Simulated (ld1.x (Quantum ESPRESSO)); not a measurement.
**nitrogen (N), RRKJ: configuration errors across variants**

- Element: nitrogen (N)
- Generator: ld1.x (Quantum ESPRESSO) 7.5
- Type: norm-conserving RRKJ (Kleinman–Bylander form)
- Functional: PBE
- Relativity: scalar-relativistic
- Frozen core: none
- Valence charge: 7
- Reference configuration: 1s2 2s2 2p3
- Partial waves: 2p (bound): rc 2.35 bohr; 1s (bound): rc 0.30 bohr
- Local potential: the s channel
- Core correction: none
- rho0: 0.02

Occupied shells without a wave of their own: 2s. They enter only through the test configuration that unscreens the potential.

All-electron excitation energies from the reference (eV): (1) 1s2 2s2 2p2 13.591; (2) 1s2 2s2 2p1 42.445; (3) 1s2 2s2 2p0 89.528; (4) 1s2 2s1 2p3 25.372; (5) 1s2 2s2 2p3.3 -1.619; (6) 1s2 2s2 2p2.5 5.093; (7) 1s2 2s1 2p0 167.346.

For the base: The 2s level has no wave, so the channel is fitted at the deeper level alone: the likely source of the large errors.

Tests that are not counted but printed errors over 1 eV. “wave 1s (bound): rc 0.30 bohr becomes 1s (bound): rc 0.24 bohr”: 1s2 2s2 2p1 (solver errors, printed error -8.0 eV); 1s2 2s2 2p3.3 (solver errors, printed error -207 eV).

5 further variants failed, have other tests or another functional or relativity, and are left out.

Errors AE − PS in meV (a dash: test not solved or not reliable):

```csv
change,(1),(2),(3),(4),(5),(6),(7),bound ghosts
base,+191,+1532,+3752,+274,+3.1,+28,+6386,not determined
"all radii scaled by about 0.81 (s 0.24, p 1.90 bohr)",+79,+819,+1787,+97,+0.8,+10,+3060,not determined
wave 2p (bound): rc 2.35 bohr becomes 2p (bound): rc 2.08 bohr,+94,+829,+2400,+229,+1.4,+13,+4290,not determined
wave 1s (bound): rc 0.30 bohr becomes 1s (bound): rc 0.24 bohr,+248,–,+3730,+226,–,+36,+6085,not determined
```

Task: Give the same row for: wave 1s (bound): rc 0.30 bohr becomes 1s (bound): rc 0.40 bohr.

Result: +157, +1194, +3837, +836, +3.2, +25, +7522; bound ghosts: not determined.
